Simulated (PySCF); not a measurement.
A structure optimised at PBE-D3(BJ)/def2-SVP, used in a PySCF frequency run:

```xyz
9

Al     0.0128     0.8061     0.0000
F     -0.9465     2.1794     0.0000
O      1.7218     0.9039     0.0000
H      2.2088     1.7422     0.0000
S     -0.8942    -1.1639     0.0000
C      0.6428    -2.1985     0.0000
H      1.5571    -1.5771     0.0000
H      0.6315    -2.8381     0.9024
H      0.6315    -2.8381    -0.9024
```
Charge 0, spin multiplicity 1.

### Question
Write its SMILES, formula and point group.

### Answer
C[S][Al]([OH])[F], CH₄AlFOS, Cs

### Question
What are its rotational constants (standard atomic weights)?

### Answer
4.8343, 2.0616, 1.4589 GHz
